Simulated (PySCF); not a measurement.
Predicted microwave data (PBE0/pcSseg-1 in PySCF (dipole) on a GFN2-xTB geometry, gas phase) for one isomer of C5H4FN:

| Quantity | Value |
| --- | --- |
| Rotational constants | A = 5940, B = 2712, C = 1862 MHz |
| Dipole components | \|μa\| = 2.79 D, \|μb\| = 1.86 D, \|μc\| = 0.00 D |
| Inertial defect | 0.00 u·Å² |
| κ | -0.58 |

**Question.** Which structure is it? (One computed conformer of each.)
A. `c1cccc(F)n1` (2-fluoropyridine)
B. `[CH2:1]=[CH:2]/[C:3]([C:4]#[N:5])=[CH:6]\[F:7]` with C1–C2–C3–C4 0°
C. `CC#C[C@@H](F)C#N`

**Answer.** A. It is Fc1ccccn1, an asymmetric top, point group Cs. The candidates at the same level (rigid rotor, commonest isotopes):

| SMILES | A (MHz) | B (MHz) | C (MHz) | μa (D) | μb (D) | μc (D) | Δ (u·Å²) | point group | rotor |
| --- | --- | --- | --- | --- | --- | --- | --- | --- | --- |
| CC#C[C@@H](F)C#N | 4732 | 1483 | 1183 | 3.88 | 0.89 | 1.55 | -20.62 | C1 | asymmetric top |
| C=C/C(C#N)=C\F | 3714 | 2189 | 1377 | 2.19 | 1.39 | 0.00 | 0.00 | Cs | asymmetric top |
| Fc1ccccn1 | 5940 | 2712 | 1862 | 2.79 | 1.86 | 0.00 | 0.00 | Cs | asymmetric top |

`CC#C[C@@H](F)C#N` has B 45 % too low; `C=C/C(C#N)=C\F` has A 37 % too low. In the right answer the mirror of this Cs structure is the ab plane, so μc vanishes by symmetry. No structure here is proved a minimum.
